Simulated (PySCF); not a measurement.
# Excitation energy of Al by level of theory

Al [Ne] 3s2 3p1 (2P) → Al [Ne] 3s2 4s1 (2S), as a difference of total energies. Calculation: PySCF 2.14, in aug-cc-pVTZ-DK (6s5p3d2f, 50 functions); the spin-free X2C one-electron Hamiltonian (Gaussian nucleus). Correlated levels: valence: [Ne] frozen. The calculations carry no spin-orbit coupling.

```tsv
method	excitation energy (eV)	error (eV)
UHF	3.035	-0.098
LDA	3.092	-0.041
PBE	3.133	0.000
PBE0	3.191	+0.058
r2SCAN	3.360	+0.227
CAM-B3LYP	3.213	+0.080
M06-2X	2.831	-0.302
revPBE	3.142	+0.009
B3LYP	3.132	-0.001
MP2 (valence)	3.108	-0.025
SCS-MP2 (valence)	3.111	-0.022
```

Reference: 3.133 eV (measured; NIST levels, between the centres of gravity of the two terms).

Errors of the correlated levels include the incompleteness of this basis and the frozen core.
